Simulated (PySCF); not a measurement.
C3H7AlO2. Atoms are numbered in the order given.

```xyz
13

Al     0.0898     0.0139     0.9164
C      0.2177    -1.1048    -0.6906
C     -0.5170    -0.4684    -1.8268
C      0.0069     0.3289    -2.7682
H     -0.1628    -2.1139    -0.4614
H      1.2944    -1.2070    -0.9187
H     -1.6015    -0.6444    -1.8494
H      1.0809     0.5434    -2.8048
H     -0.6160     0.7817    -3.5437
O     -0.1748     1.6974     0.8134
H     -0.3054     2.1321    -0.0357
O      0.2589    -0.6967     2.4530
H      0.2245    -0.2115     3.2826
```
Charge 0, spin multiplicity 1.

Geometry optimised at B3LYP-D3(BJ)/def2-SVP. The values are those of a single conformer.

Level of theory: PBE0/pcSseg-1 in PySCF.

GIAO shieldings, no solvent; atoms listed in one row are averaged. δ = σ(ref) − σ: ¹³C against TMS (σ = 186.3 ppm); ¹H against TMS (σ = 31.56 ppm); ¹⁷O against H2O (σ = 334.2 ppm), references at their B3LYP-D3(BJ)/def2-TZVP geometries, non-relativistic.

Problem. Estimate the chemical shifts. (The exact figures need the calculation; the answer reports its results.)

Solution. 
```csv
nucleus,atoms,count,δ (ppm)
¹³C,C3,1,148.9
¹³C,C4,1,118.5
¹³C,C2,1,16.7
¹H,H7,1,6.40
¹H,H8,1,5.43
¹H,H9,1,5.29
¹H,H11,1,2.87
¹H,H13,1,2.04
¹H,H6,1,1.89
¹H,H5,1,1.70
¹⁷O,O10,1,44.7
¹⁷O,O12,1,25.2
```
